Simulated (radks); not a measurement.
Results of a calculation; reference values are marked as such.
Problem. These are the eigenvalues of the occupied orbitals of an atom or ion with whole-number occupations (eV). Level of theory: non-relativistic Kohn-Sham, BLYP, spin-polarised, spherical densities, point nucleus (a radial shooting solver on a logarithmic mesh with Libxc functionals).

orbital  eigenvalue
1s up     -34236.92
1s down   -34236.91
2s up     -5228.697
2s down   -5228.695
2p up     -4927.539
2p down   -4927.537
3s up     -1085.236
3s down   -1085.232
3p up     -957.0790
3p down   -957.0749
3d up     -718.5057
3d down   -718.5019
4s up     -203.0370
4s down   -203.0285
4p up     -156.9034
4p down   -156.8941
4d up      -77.1582
4d down    -77.1461
5s up      -24.5252
5s down    -24.4933
5p up      -13.3712
5p down    -13.3272
6s up       -2.0669

Which element is it, and in what charge state? The configuration may be excited.

Solution. Z = 55, caesium, charge 0: Cs in [Xe] 6s(up 1, down 0). The list shows which subshells hold electrons but not how many an open one holds; the 1s level, -1258.2 hartree, gives Z - s = 50.2 by -(Z - s)^2/2, which with screening narrows Z to a few neighbours, and the depths of the outer levels then fix element, charge and occupations together.
